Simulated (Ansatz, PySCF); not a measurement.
Noncovalent pair: H2O (SMILES O) (first 3 atoms) with H4OSi (SMILES O[SiH3]); geometry from B3LYP-D3(BJ)/def2-TZVP, rigid monomers moved along the line of their centres of mass till O1···H6 is 3.28 Å.
(charge 0, multiplicity 1):
```xyz
9

O      0.2554    -0.5303     0.3290
H     -0.4467    -0.9593    -0.1722
H      0.6992     0.0626    -0.2871
O     -0.8200     1.0886     4.1017
Si    -0.2238     0.5822     5.5446
H     -0.5079     0.6517     3.2910
H     -0.5235    -0.8500     5.8071
H     -0.8711     1.4089     6.5860
H      1.2500     0.7531     5.6371
```

Counterpoise-corrected where a basis set is named; no monomer relaxation. Rows marked so take none.

Cores are frozen in the correlated methods. Rows in 3-21G carry no dispersion term and start afresh at each structure.

Codes used: Ansatz (an electronic-structure program); PySCF for 3-21G rows. Each number belongs to the level named beside it.

**Question.** Give the interaction energy at the level HF/3-21G (no counterpoise).

**Answer.** -118 meV
